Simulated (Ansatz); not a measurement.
`C[CH2][Sn][CH2]C` → `C[CH2][Sn][CH3]` + `[CH2]` (triplet) at 600 K and 1 bar (formal loss of a carbene).

Gas-phase electronic energies from Ansatz, PBE0-D4/def2-TZVP geometries. CBS: MP2 limit from def2 TZ/QZ plus the TZ coupled-cluster correction, frozen cores. This one scheme is used for every species. Triplets are unrestricted, without spin–orbit coupling. def2 core potentials past Kr. For Sn outer-core shells are correlated without core-valence functions, which leaves a few kJ/mol of doubt a bond. One conformer a species, not always the lowest.

```
           species  CCSD(T)/CBS energy (Eh)  H − E (kJ/mol)  S (J/(mol·K))
`C[CH2][Sn][CH2]C`               -372.23841           410.7          501.9
 `C[CH2][Sn][CH3]`               -332.98209           321.8          456.9
 `[CH2]` (triplet)                -39.09499            66.5          220.8
```

H − E and S are ideal-gas, rigid-rotor, harmonic terms from PBE0-D4/def2-TZVP, for one conformer and one mirror image of each species, with the whole ground term of open shells counted as degenerate. 1 Eh = 2625.50 kJ/mol, R = 8.31446 J/(mol·K).

Q: By hand: ΔE, ΔH, ΔS and ΔG.

A: ΔE = (-332.98209) + (-39.09499) − (-372.23841) = 0.16133 Eh = 423.6 kJ/mol. Δ(H − E) = 321.8 + 66.5 − 410.7 = -22.4, so ΔH = 401.2 kJ/mol. ΔS = 456.9 + 220.8 − 501.9 = 175.8 J/(mol·K). ΔG = 401.2 − 600 × (175.8)/1000 = 295.7 kJ/mol.

Q: By hand: the equilibrium constant, and the temperature at which ΔG would vanish if ΔH and ΔS stayed fixed.

A: log₁₀ K = −ΔG/(RT ln 10) = -25.7. ΔG = 0 at ΔH/ΔS = 2282 K.

The number of gas molecules changes by +1, which sets the sign of ΔS. A doubt of 5 kJ/mol in ΔE shifts log₁₀ K by 0.4 here. Other conformers and mirror images would add mixing entropy, several J/(mol·K) or more a flexible species. Modes under 60 cm⁻¹, often nearly free rotors, make the harmonic entropy too high. A triplet takes part, so the spin changes. These are equilibria of isolated gas molecules and say nothing of rates. Largest T1 diagnostic: 0.013 (customary marks: 0.02 for closed shells, 0.045 for open ones).
